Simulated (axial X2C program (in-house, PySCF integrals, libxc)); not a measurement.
**Potential curves of BePt, 2c**

Calculated with an axial X2C code built on PySCF integrals. Two-component (2c) means X2C with spin–orbit coupling and atomic mean-field two-electron Coulomb and Gaunt terms. Basis: Pt dyall-cv3z [13s14p9d6f4g], Be dyall-cv3z [8s8p3d1f] (cores contracted in-house); Gaussian nuclei, density fitting, unrestricted open shells. Masses: Pt 194.965 u, Be 9.012 u.

State: Ω = 0 (closed shell). Energies in eV from the fragments at the same level (Pt + Be). Fits are polynomials in 1 − R0/R over 0.85 to 1.23 times the lowest point R0.

```tsv
R (Å)	PBE0	CCSD	B3LYP
1.7625	-2.9037	-2.3939	-2.8720
1.8187	-3.0141	-2.5095	-2.9838
1.8750	-3.0438	-2.5440	-3.0147
1.9406	-2.9995	-2.5056	-2.9714
2.0063	-2.8924	-2.4046	-2.8653
2.0906	-2.6905	-2.2125	-2.6644
```

Correlated methods: 12 electrons correlated (number of frozen shells: Pt 5 s, 4 p, 2 d, 1 f; Be 1 s), 270 virtual spin orbitals or spinors in MP2, 90 natural virtuals in coupled cluster.

One determinant describes the state; a PBE0 search over occupations chose it and may have missed a lower one. Closed shells are restricted here (equal orbitals for both partners); the stretched side of such a curve lies too high. De is counted from the lowest determinant-based energies of the atoms at the same level, without counterpoise correction. CCSD ran in a truncated set of natural virtual spinors with an MP2 remainder; without triples it tends to underbind. Without a current term, density functionals place determinants with orbital angular momentum somewhat too high. The T1 diagnostic is large, a sign of multireference character. Coupled cluster ran on the points near the minimum only. MP2 and coupled cluster on one determinant become unreliable at the stretched end.

Task: Fit the PBE0 curve near its minimum: give the equilibrium distance, the harmonic wavenumber and the well depth.

Result: At PBE0, 2c: Re = 1.871 Å, ωe ≈ 798 cm⁻¹, De = 3.04 eV to Pt + Be; Be follows as 0.559 cm⁻¹.

Task: What are Re, ωe and De at the CCSD level?

Result: At CCSD, 2c: Re = 1.875 Å, ωe ≈ 791 cm⁻¹, De = 2.54 eV to Pt + Be; Be follows as 0.557 cm⁻¹.

Task: What are Re, ωe and De at the B3LYP level?

Result: At B3LYP, 2c: Re = 1.872 Å, ωe ≈ 798 cm⁻¹, De = 3.01 eV to Pt + Be; Be follows as 0.559 cm⁻¹.
